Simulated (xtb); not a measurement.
C4H10O, quintet, at the geometry of the source list (a higher spin typed on purpose: for a closed-shell molecule this is an excited state); xtb 6.7.1 with GFN1-xTB.

Here is a job for xtb.
```
$ xtb mol.xyz --gfn 1 --chrg 0 --uhf 4 --json

# file mol.xyz
15

C      2.33990000     0.29140000    -0.07890000
C      0.85370000     0.58230000     0.05270000
O      0.20670000    -0.58960000     0.50070000
C     -1.18120000    -0.45810000     0.70320000
C     -1.99870000    -0.47500000    -0.58790000
H      2.74080000    -0.02680000     0.87880000
H      2.49490000    -0.50500000    -0.80050000
H      2.86400000     1.18340000    -0.41010000
H      0.68380000     1.39660000     0.77700000
H      0.44960000     0.90350000    -0.91850000
H     -1.39240000     0.46320000     1.26820000
H     -1.45480000    -1.31780000     1.32140000
H     -3.05810000    -0.48750000    -0.34760000
H     -1.75520000    -1.36380000    -1.16360000
H     -1.79300000     0.40310000    -1.19500000
```

What the program printed (banner, timings and long lists left out):

```
   ID    Z sym.   atoms
    1    6 C      1, 2, 4, 5
    2    8 O      3
    3    1 H      6-15

           -------------------------------------------------
          |                Calculation Setup                |
           -------------------------------------------------

           -------------------------------------------------
          |                 G F N 1 - x T B                 |
           -------------------------------------------------

          ...................................................
          :                      SETUP                      :
          :.................................................:
          :  # basis functions                  40          :
          :  # atomic orbitals                  40          :
          :  # shells                           30          :
          :  # electrons                        32          :
          :  # halogen bonds                     0          :
          :  max. iterations                   250          :
          :  Hamiltonian                  GFN1-xTB          :
          :  restarted?                      false          :
          :  GBSA solvation                  false          :
          :  PC potential                    false          :
          :  electronic temp.          300.0000000     K    :
          :  accuracy                    1.0000000          :
          :  -> integral cutoff          0.2500000E+02      :
          :  -> integral neglect         0.1000000E-07      :
          :  -> SCF convergence          0.1000000E-05 Eh   :
          :  -> wf. convergence          0.2000000E-04 e    :
          :  Broyden damping             0.4000000          :
          :  net charge                          0          :
          :  unpaired electrons                  4          :
          ...................................................

 iter      E             dE          RMSdq      gap      omega  full diag
   1    -17.8169195 -0.178169E+02  0.678E+00    0.50       0.0  T
   2    -17.3061793  0.510740E+00  0.545E+00    0.86       1.0  T
   3    -17.1717003  0.134479E+00  0.448E+00    0.10       1.0  T
   4    -17.4927734 -0.321073E+00  0.330E+00    0.26       1.0  T
   5    -17.7737960 -0.281023E+00  0.217E+00    0.44       1.0  T
   6    -18.0181050 -0.244309E+00  0.142E+00    0.45       1.0  T
   7    -18.0557079 -0.376030E-01  0.967E-01    0.25       1.0  T
   8    -18.0525761  0.313183E-02  0.792E-01    0.19       1.0  T
   9    -18.0489013  0.367478E-02  0.684E-01    0.23       1.0  T
  10    -18.0560162 -0.711482E-02  0.510E-01    0.23       1.0  T
  11    -18.0691841 -0.131679E-01  0.283E-01    0.20       1.0  T
  12    -18.0735507 -0.436665E-02  0.119E-01    0.21       1.0  T
  13    -18.0728545  0.696211E-03  0.123E-01    0.20       1.0  T
  14    -18.0738773 -0.102274E-02  0.425E-02    0.21       1.0  T
  15    -18.0739299 -0.526534E-04  0.147E-02    0.21       1.8  T
  16    -18.0739306 -0.712667E-06  0.992E-03    0.21       2.6  T
  17    -18.0739343 -0.367372E-05  0.704E-03    0.21       3.7  T
  18    -18.0739368 -0.252597E-05  0.460E-03    0.21       5.6  T
  19    -18.0739390 -0.217422E-05  0.112E-03    0.21      23.1  T
  20    -18.0739390 -0.415780E-07  0.336E-04    0.21      76.9  T
  21    -18.0739391 -0.175010E-08  0.234E-04    0.21     110.3  T
  22    -18.0739391 -0.455791E-08  0.632E-05    0.21     408.7  T
  23    -18.0739391 -0.319197E-09  0.125E-05    0.21    2057.9  T

   *** convergence criteria satisfied after 23 iterations ***

         :::::::::::::::::::::::::::::::::::::::::::::::::::::
         ::                     SUMMARY                     ::
         :::::::::::::::::::::::::::::::::::::::::::::::::::::
         :: total energy             -17.872295965059 Eh    ::
         :: gradient norm              0.107037407738 Eh/a0 ::
         :: HOMO-LUMO gap              0.207629037138 eV    ::
         ::.................................................::
[...]
        18        0.9849           -0.1328748              -3.6157 (HOMO)
        19        0.0207           -0.1252446              -3.4081 (LUMO)
        20        0.0000           -0.1159734              -3.1558
        21                         -0.0877151              -2.3868
        22                         -0.0774625              -2.1079
        23                         -0.0611606              -1.6643
        24                         -0.0553437              -1.5060
        25                         -0.0517753              -1.4089
        26                         -0.0353769              -0.9627
        27                          0.0254313               0.6920
        28                          0.0636915               1.7331
        29                          0.0869294               2.3655
       ...                                ...                  ...
        40                          0.4582501              12.4696
      -------------------------------------------------------------
                  HL-Gap            0.0076302 Eh            0.2076 eV
             Fermi-level           -0.3143430 Eh           -8.5537 eV

  Mulliken/CM5 charges         n(s)   n(p)   n(d)
     1C    -0.03446 -0.18401   1.050  2.985  0.000
     2C     0.26005  0.17670   1.054  2.686  0.000
     3O    -0.31844 -0.42253   1.716  4.603  0.000
     4C     0.28638  0.20262   1.078  2.636  0.000
     5C     0.04242 -0.10794   1.101  2.856  0.000
     6H     0.00712  0.06164   0.993  0.000  0.000
     7H    -0.01192  0.04257   1.012  0.000  0.000
     8H    -0.01823  0.03396   1.018  0.000  0.000
     9H    -0.00571  0.05600   1.006  0.000  0.000
    10H    -0.02909  0.03315   1.029  0.000  0.000
    11H    -0.05976  0.00227   1.060  0.000  0.000
    12H    -0.01046  0.05358   1.010  0.000  0.000
    13H    -0.03971  0.01241   1.040  0.000  0.000
    14H    -0.00488  0.04922   1.005  0.000  0.000
    15H    -0.06330 -0.00964   1.063  0.000  0.000

Wiberg/Mayer (AO) data.
largest (>0.10) Wiberg bond orders for each atom

 ---------------------------------------------------------------------------
     #   Z sym  total        # sym  WBO       # sym  WBO       # sym  WBO
 ---------------------------------------------------------------------------
     1   6 C    3.973 --     2 C    1.038     8 H    0.948     7 H    0.896
                             6 H    0.874
     2   6 C    3.817 --     1 C    1.038     3 O    0.995     9 H    0.820
                            10 H    0.755
     3   8 O    2.317 --     4 C    1.015     2 C    0.995
     4   6 C    3.814 --     3 O    1.015     5 C    0.997    12 H    0.799
                            11 H    0.744
     5   6 C    3.880 --     4 C    0.997    13 H    0.959    14 H    0.821
                            15 H    0.764
     6   1 H    1.164 --     1 C    0.874
     7   1 H    1.183 --     1 C    0.896
     8   1 H    1.139 --     1 C    0.948
     9   1 H    1.207 --     2 C    0.820
    10   1 H    1.253 --     2 C    0.755    15 H    0.145
    11   1 H    1.299 --     4 C    0.744    12 H    0.130
    12   1 H    1.245 --     4 C    0.799    11 H    0.130
    13   1 H    1.179 --     5 C    0.959
    14   1 H    1.222 --     5 C    0.821    15 H    0.125
    15   1 H    1.302 --     5 C    0.764    10 H    0.145    14 H    0.125
 ---------------------------------------------------------------------------

Topologies differ in total number of bonds
Writing topology from bond orders to xtbtopo.mol

 dipole moment from electron density (au)
     X       Y       Z
  -0.1968   0.1582   0.2883  total (Debye):    0.974

           -------------------------------------------------
          | TOTAL ENERGY              -17.872295965059 Eh   |
          | GRADIENT NORM               0.107037407738 Eh/α |
          | HOMO-LUMO GAP               0.207629037138 eV   |
           -------------------------------------------------

normal termination of xtb
```
